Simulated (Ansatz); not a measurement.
Spin states of Cl2W (SMILES [Cl][W][Cl]), each relaxed with B3LYP-D3(BJ)/def2-TZVP.
State 1 (charge 0, multiplicity 5):
```json
[
 {"atom": "W", "x (Å)": "0.4833", "y (Å)": "0.1106", "z (Å)": "0.0250"},
 {"atom": "Cl", "x (Å)": "-0.4116", "y (Å)": "1.5264", "z (Å)": "-1.5303"},
 {"atom": "Cl", "x (Å)": "-0.1049", "y (Å)": "-1.5896", "z (Å)": "1.4350"}
]
```
State 2 (charge 0, multiplicity 3):
```xyz
3

W     -0.0076     0.0164    -0.0231
Cl    -0.1709     1.6243    -1.5546
Cl     0.1454    -1.5934     1.5073
```

Singlets are restricted, other states unrestricted; no spin–orbit coupling, no relativity up to Kr; see below for the cores. The largest T1 diagnostic is 0.024.

Programs: Ansatz (Gaussian basis) for Hartree–Fock, density functionals and correlated methods.  In def2 rows elements past Kr take small-core potentials, without spin–orbit coupling.

One of these levels gives 35.5 kJ/mol for the energy of the multiplicity-3 state less that of the multiplicity-5 state. Which one is it?
(A) wB97X-V/def2-TZVPP
(B) PBE/def2-TZVPP
(C) B3LYP/def2-TZVPP
(D) SVWN5/def2-TZVPP

B, PBE/def2-TZVPP. The others give 0.9 (SVWN5/def2-TZVPP), 17.5 (B3LYP/def2-TZVPP), 7.6 (wB97X-V/def2-TZVPP)

Ansatz is a program for electronic structure.
